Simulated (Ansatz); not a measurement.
The same path of CH3BrO2Si2 (9 atoms, charge 0, multiplicity 1) was run twice with different band settings. Lost on the way: Si5–H9. Made: O4–H9.

Method: RKS PBE0-D4/def2-SVP (Ansatz).

Relaxed end points:

```xyz
9
Properties=species:S:1:pos:R:3
O -2.218 -0.649 -0.598
C -1.095 -0.368 -0.321
Si 0.464 -1.216 0.562
O 1.280 0.219 0.169
Si 0.113 1.188 -0.555
Br -0.441 2.919 0.712
H 1.054 -2.394 -0.134
H 0.387 -1.442 2.031
H 0.544 1.697 -1.883
```

```xyz
9
Properties=species:S:1:pos:R:3
O -2.435 -0.718 -0.336
C -1.330 -0.270 -0.343
Si 0.388 -0.958 0.358
O 1.028 0.340 -0.641
Si -0.581 1.427 -1.126
Br -0.696 2.358 1.007
H 0.975 -2.229 -0.160
H 0.844 -0.744 1.761
H 1.897 0.747 -0.536
```

Common settings: movable images 5; spring 5.0 eV/Å²; start path through a guess of the saddle point; force threshold 0.03 eV/Å; iteration limit 60; end points relaxed.

| run | climbing image | optimiser |
| --- | --- | --- |
| 1 | yes | quadratic models (default) |
| 2 | from the first iteration | fire |

Task: What does each run give, and how far can it be trusted?

Result: Run 1: converged after 14 iterations, highest image 2.924 eV above the first end. Neighbouring images differ by up to 2.0 eV, so the band resolves the path poorly. A vibrational analysis at the climbing image gives one clearly imaginary mode, 1618i cm⁻¹: a first-order saddle point.
Run 2: not converged after 60 iterations, highest image 2.938 eV above the first end. The band didn't meet its force threshold, so its energies are provisional: the largest band force was still 0.09 eV/Å, and over the last iterations the top stayed at 2.94 eV.
The orbitals stay closed-shell, which can raise the energy where a bond breaks towards radicals; this wasn't checked here.
